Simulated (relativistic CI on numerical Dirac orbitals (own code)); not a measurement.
**Line list: Electric-dipole lines, Lu XXXVIII**

Calculated at this level of theory: Dirac-Coulomb-Breit CI, orbitals from a KLI potential per configuration, model QED (radiative potential, 1s self-energy scaled to tabulated hydrogen-like ionisation energies), unscaled Slater integrals (own radial code, finite nucleus).

Configuration list (outside the closed core [Ar] 3d10): 4s²4p⁴, 4s4p⁵, 4s²4p³4d, 4p⁶, 4s4p⁴4d, 4s²4p³4f, 4s4p⁴4f, 4p⁵4d, 4s4p³4d², 4s²4p²4d4f, 4p⁵4f, 4p⁴4d², 4p³4d³, 4p³4d²4f. Double excitations out of closed p, d and f shells are left out; levels of such configurations are missing from the list, as are those of other unlisted configurations, and high levels can miss mixing partners.

```
λ vac (Å)               Lower               Upper   A (s⁻¹)        gf  Branching (%)
   53.058      4s²4p⁴ ³P2 [1]  4s²4p³4d ³D°3 [30]  1.60e+12  4.72e+00           99.8
   53.087      4s²4p⁴ ³P2 [1]  4s²4p³4d ³S°1 [29]  1.71e+12  2.17e+00           99.3
   53.167      4s²4p⁴ ³P2 [1]  4s²4p³4d ³P°2 [27]  1.61e+12  3.41e+00           99.2
   53.388      4s²4p⁴ ¹S0 [2]  4s²4p³4d ³D°1 [32]  1.32e+12  1.69e+00           91.0
   53.563      4s²4p⁴ ³P1 [3]  4s²4p³4d ³P°1 [43]  1.06e+12  1.37e+00           74.1
   53.770      4s²4p⁴ ¹D2 [4]  4s²4p³4d ¹F°3 [48]  1.40e+12  4.24e+00          100.0
   61.285   4s²4p³4d ³F°2 [5]    4s4p⁴4d ³D3 [70]  3.35e+11  1.32e+00           40.5
   65.156  4s²4p³4d ³F°4 [11]    4s4p⁴4d ³F4 [73]  4.35e+11  2.49e+00           47.3
   67.443      4s²4p⁴ ³P1 [3]  4s²4p³4d ¹D°2 [38]  6.28e+11  2.14e+00           57.0
   67.515     4s4p⁵ ³P°2 [14]    4s4p⁴4d ³D3 [76]  4.91e+11  2.35e+00           51.0
   67.723  4s²4p³4d ³F°4 [11]   4s²4p³4f ³G5 [68]  4.73e+11  3.58e+00           99.0
   67.790      4s²4p⁴ ¹D2 [4]     4s4p⁵ ¹P°1 [39]  1.01e+12  2.09e+00           96.3
   67.804     4s²4p⁴ ³P0 [10]  4s²4p³4d ¹P°1 [63]  1.15e+12  2.37e+00           96.4
   68.028  4s²4p³4d ⁵D°4 [23]   4s²4p³4f ⁵F5 [99]  4.01e+11  3.06e+00           98.1
   68.439  4s²4p³4d ³D°1 [15]    4s4p⁴4d ³F2 [78]  6.49e+11  2.28e+00           59.2
   69.119      4s²4p⁴ ¹D2 [4]  4s²4p³4d ¹D°2 [38]  4.35e+11  1.56e+00           39.5
   69.980  4s²4p³4d ³D°3 [13]    4s4p⁴4d ³F4 [73]  3.75e+11  2.48e+00           40.8
   70.870      4s²4p⁴ ¹D2 [4]  4s²4p³4d ¹F°3 [37]  4.98e+11  2.62e+00           91.4
   71.878      4s²4p⁴ ³P2 [1]     4s4p⁵ ³P°2 [14]  3.21e+11  1.24e+00           96.2
   72.198      4s²4p⁴ ³P2 [1]  4s²4p³4d ³D°3 [13]  3.57e+11  1.95e+00          100.0
```

Terms are leading LS components. Brackets give the number of a level in order of energy, since labels repeat. The list gives strong lines, with weight on those to low levels, without lines whose two gauges differ by over a factor of 2.5, among the lowest 200 of 2773 levels, so that lines to higher ones, which can be the strongest, are missing. Levels whose partners in the same complex of configurations lie outside the list can be far off, and so can their lines. Rates are taken at the computed energies, electric ones in the length gauge.

At this charge energies of transitions that change n are usually good to better than 1 %, and those within a shell (Δn = 0) to a few per cent.

LS names give the leading component of a level, which can be under half, so a name can repeat, a term be missing and a line seem to break the LS rules.
